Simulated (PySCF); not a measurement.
# TlH: frontier orbitals

PBE at R = 1.918 Å; PySCF, scalar-relativistic core potentials, basis sets Tl def2-SVPD with ECP60, H def2-SVPD. State: ¹Σ⁺ (singlet), closed shell. Only the outer orbitals are listed, counted within each symmetry, core potentials removing the inner ones.

```tsv
orbital	occ.	ε (eV)	on Tl (%)	main shells (%)
1δ	2	-15.67	100	100 Tl d
1δ	2	-15.67	100	100 Tl d
3σ	2	-15.39	99	99 Tl d
2π	2	-15.35	100	100 Tl d
2π	2	-15.35	100	100 Tl d
4σ	2	-9.94	91	89 Tl s, 10 H s
5σ	2	-4.76	57	45 Tl p, 43 H s, 9 Tl s
3π	0	-2.34	99	99 Tl p
3π	0	-2.34	99	99 Tl p
6σ	0	-0.12	94	80 Tl s, 10 Tl p
```

**Question.** Which are the highest filled and the lowest empty level, where do they sit, and how wide is the gap?

**Answer.** Highest filled 5σ at -4.76 eV (in %: 45 Tl p, 43 H s, 9 Tl s); lowest empty 3π at -2.34 eV (in %: 99 Tl p); the gap at PBE is 2.42 eV.

```json
{
  "bond order (Mayer)": "0.99",
  "⟨S²⟩": "0.000",
  "charge on Tl (Mulliken, basis-dependent)": "0.09",
  "charge on Tl (Löwdin, basis-dependent)": "0.30",
  "dipole moment (positive dipole means Tl(−)H(+))": "-1.49 D",
  "polarisability along the bond": "70.0 bohr³",
  "polarisability across the bond": "37.5 bohr³"
}
```

Spin–orbit coupling is left out, which matters for elements this heavy, above all for dissociation energies.
